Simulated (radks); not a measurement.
Values are calculated unless marked as measured or tabulated.
Problem. Ionisation of the sulfur ion S6+, [Ne], to [He] 2s2 2p5 as the strength of local exchange is varied. Level of theory: scalar-relativistic Kohn-Sham, Slater X-alpha exchange (alpha = 2/3 is LDA exchange), no correlation, spin-unpolarised, spherical densities, finite nucleus; Fermi nuclear charge, rms radius 3.2611 fm (a radial shooting solver on a logarithmic mesh with Libxc functionals).

alpha  E(S6+) (hartree)  exchange (hartree)  IE (eV)  -e of the level emptied (eV)  <r> of it (bohr)
0.603        -384.75439           -18.73084   275.95                   251.69 (2p)            0.4388
0.667        -386.74666           -20.79793   280.06                   255.72 (2p)            0.4363
0.706        -387.96442           -22.06501   282.58                   258.19 (2p)            0.4348
0.756        -389.52977           -23.69771   285.84                   261.38 (2p)            0.4328
0.938        -395.26678           -29.71894   297.85                   273.15 (2p)            0.4259
1.041        -398.54075           -33.18095   304.76                   279.94 (2p)            0.4221
?            -398.60452           -33.24856   304.89                   280.07 (2p)            0.4220

Which alpha was used in the last row?

Solution. alpha = 1.043. NIST Atomic Spectra Database: 280.95 eV (measured). The Delta-SCF value meets it near alpha = 0.68. Spin polarisation and multiplet splitting are left out, so open shells lie too high by an amount that depends on their filling.

Beside tabulated values, note that spin-unpolarised runs miss the spin-polarisation part of the exchange energy of open shells.
